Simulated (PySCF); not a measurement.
**Two-photon absorption: `O(C)BCOBBr`, C₂H₇B₂BrO₂**

Cartesian coordinates in Å; atom numbers follow the order of the lines, from 1:
```xyz
14

C    -1.966   -0.910    0.589
O    -1.196   -1.413   -0.472
B     0.009   -0.965   -0.855
C     0.728    0.299   -0.210
O     2.102    0.392   -0.570
B     3.030   -0.495   -0.230
Br    2.587   -2.039    0.858
H    -2.034   -1.672    1.381
H    -2.983   -0.702    0.225
H    -1.552    0.013    1.024
H     0.516   -1.533   -1.795
H     0.635    0.326    0.889
H     0.244    1.217   -0.588
H     4.169   -0.349   -0.583
```

Theory: PySCF, TDDFT B3LYP/def2-SVPD excited states, vertical, gas phase. Geometry: PBE0-D3(BJ)/def2-SVP.

The calculation is non-relativistic, which matters for the atoms heavier than Zn.

Problem. Give the one- and two-photon strengths of the lowest singlets.

Solution. δ for parallel linear polarisation; σ at the peak of a Lorentzian of half width 0.1 eV, single beam; Ω is circular over linear.
```
state  E (eV)      f  photon λ (nm)  δ (au)  σ (GM)     Ω                                  main
   S1    6.10  0.001            406    5.73    0.08  1.10                      HOMO−1→LUMO 0.91
   S2    6.21  0.011            399    8.55    0.12  1.22      HOMO→LUMO+1 0.62, HOMO→LUMO 0.26
   S3    6.44  0.021            385     137    2.08  0.79      HOMO→LUMO 0.57, HOMO→LUMO+1 0.28
   S4    6.79  0.031            365    43.5    0.74  1.14  HOMO−1→LUMO+1 0.43, HOMO−2→LUMO 0.35
   S5    6.93  0.096            358    41.3    0.73  0.45  HOMO−1→LUMO+1 0.43, HOMO−3→LUMO 0.19
```

Among these, the strongest one-photon state is S5, the strongest two-photon state S3, with a dipole change of 5.0 D (relaxed, norm of the difference vector).
